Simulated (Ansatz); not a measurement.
BaO2⁻, relaxed as a quartet with UKS r2SCAN-D4/def2-TZVPD in Ansatz, starting from the r2SCAN-D4/def2-TZVPD geometry of the charge -1 doublet. Force threshold 0.02 eV/Å.

In the def2 sets Ba takes a core potential; there is no spin–orbit coupling. The highest occupied level of the charge -1 quartet lies above zero (up to 1.02 eV). The electron is either unbound and held by the finite basis, or the level is raised by self-interaction error. At r2SCAN-D4/def2-TZVPD a doublet of charge -1 lies 1.38 eV below the quartet, each at its own geometry. The structure comes from a short search, and lower isomers may exist.

Start:

```xyz
3

Ba   -0.139    0.047   -0.197
O    -1.515   -1.223    0.927
O     1.654    1.176   -0.729
```

**Question.** Estimate the energy that the relaxation releases and the steps that it takes.

**Answer.** 0.34 eV, in 11 steps; 63 s on 4 threads of Arm Neoverse V2 on a shared host. No frequencies were taken in this run, so the end may be a saddle point.

**Question.** Does the start keep its bonding and symmetry?

**Answer.** By distances, no bond broke or formed. The bond that changes most is Ba1–O2, from 2.18 to 2.25 Å (atoms count from 1). Point group C2v at the start, C2v at the end, both within 0.05 Å.

**Question.** Predict the relaxed structure.

**Answer.** 
Cartesian coordinates in Å:
```
Ba -0.4307 0.1453 -0.6103
O -1.2066 -1.1508 1.0518
O 1.6373 1.0055 -0.4414
```
Bond lengths: 2 × Ba–O 2.25 Å.
